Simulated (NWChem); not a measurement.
Isomers of C2H5BF2O, each optimised at PBE0/def2-SVP with NWChem, gas phase unless a solvent is named. Flexible species stand in one conformer each, which need not be the lowest.  Relative energies count from the lowest isomer at each level and are electronic, without zero-point energy, on those geometries.

A: C[C@H](O)B(F)F
B: OCCB(F)F
C: OB(CF)CF
D: CCOB(F)F

```tsv
quantity	A	B	C	D
relative energy, PW6B95/def2-TZVP (kcal/mol)	35.2	32.2	84.4	0.0
relative energy, r2SCAN/def2-TZVP (kcal/mol)	34.3	31.0	84.7	0.0
dipole (D), PBE0/def2-SVP	2.74	1.60	2.64	2.42
highest harmonic frequency (cm⁻¹), PBE0/def2-SVP	3874	3878	3809	3170
```
